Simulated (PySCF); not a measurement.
# C7H7FO: full NMR table

| Quantity | Value |
| --- | --- |
| Formula | C7H7FO |
| SMILES | OCc1ccc(F)cc1 |
| Point group of the computed structure | C1 |
| Degrees of unsaturation | 4 |
| Carbon signals | 5 |
| Proton signals | 4 |

Atoms are numbered as in `[OH:1][CH2:2][c:3]1[cH:4][cH:5][c:6]([F:7])[cH:8][cH:9]1`. Each H is labelled by its parent atom.

PySCF 2.14.0 with density-fitted response routines calculation with couplings computed with B3LYP/pcJ-1 (spin–dipole term only in couplings to heteroatoms), PBE0-D3(BJ)/def2-SVP geometry and shieldings: GIAO CAM-B3LYP/pcSseg-1; one conformer, isolated molecule, one averaged value for each set of equivalent atoms, no relativistic terms.

Shifts are taken against calculated references (same method and geometry level): 1H (σref 31.33) and 13C (σref 182.45) against TMS; 19F (σref 189.10) against CFCl3; 17O (σref 338.55) against H2O.

| carbon | δC, type | δH (multiplicity, J in Hz) | HMBC from (abs. J ≥ 3 Hz) | span of the C tensor (ppm) |
| --- | --- | --- | --- | --- |
| C2 | 67.8, CH2 | 4.68 (dt, 1.6, 1.1) | H(C4)/H(C9) | 63 |
| C3 | 147.5, C | – | H(C5)/H(C8), H(C2) | 228 |
| C4/C9 | 136.0, CH | 7.52 (ddt, 9.5, 4.9, 1.1) | H(C4)/H(C9), H(C2) | 233 |
| C5/C8 | 124.0, CH | 7.15 (dd, 9.5, 8.6) | H(C5)/H(C8) | 195 |
| C6 | 174.5, C | – | H(C4)/H(C9), H(C5)/H(C8) | 169 |

Other nuclei:
| atoms | nucleus | environment | δ (ppm) | σ (ppm) |
| --- | --- | --- | --- | --- |
| H(O1) | 1H | hydrogen on an alcohol oxygen | 0.13 | 31.20 |
| F7 | 19F | aryl fluorine | -109.6 | 298.7 |
| O1 | 17O | alcohol oxygen | 43.0 | 295.6 |

Selected couplings (Hz, signed; the shortest-range and largest first, 30 at most; isotopes 13C, 19F, 1H): 1J(C6,F7) -314.7, 1J(C5,H(C5)) 169.6, 1J(C4,H(C4)) 167.0, 1J(C2,H(C2)) 146.2, 2J(C5,F7) 19.1, 3J(H(C4),H(C5)) 9.5, 3J(F7,H(C5)) 8.6, 3J(C4,F7) 5.2, 4J(C3,F7) 6.1, 4J(F7,H(C4)) 4.9, 4J(H(C2),H(C4)) -1.1.

Carbon types of the structure: 2 × C, 4 × CH, 1 × CH2, leaving 1 H on heteroatoms. δC 174.5: aromatic carbon bearing fluorine; σ withdrawal by the attached heteroatom moves it downfield of the ring CH carbons. δC 147.5: substituted aromatic carbon. δC 136.0, 124.0: aromatic CH. δC 67.8: sp3 CH2 bonded to O, on an aromatic ring; pulled downfield by the heteroatom. δH 0.13: hydrogen on an alcohol oxygen; labile proton, position sensitive to the medium. The protons at 7.52 and 7.15 share a coupling of 9.5 Hz (vicinal, an ortho-type coupling).

OH/NH shifts are gas-phase values; hydrogen bonding in solution moves them, usually downfield. C–F couplings over four or more bonds (about 3 Hz to the para carbon of a fluoroarene) are left out. Common functionals overestimate the size of one-bond C–F couplings by tens of Hz; these are unscaled. Multiplet labels drop couplings under 1 Hz and merge nearly equal ones. Couplings among chemically equivalent protons are left out too, so labels in AA′BB′ or AA′XX′ sets are apparent multiplicities. Unscaled 3J(H,H) at this level run about 10 % above measured values. Shifts are as computed, not scaled to solution data. Of 1211 compounds with measured shifts, 218 miss one by over three times the rms of a fit or turn the order of signals round; such compounds aren't used in these exercises. Couplings to exchangeable protons are dropped. Unscaled 19F shifts against computed CFCl3 carry errors that often reach 10 to 50 ppm. Experimental scales use liquid or dissolved standards, which lie at an offset from isolated H2O (liquid H2O: subtract about 36 ppm).
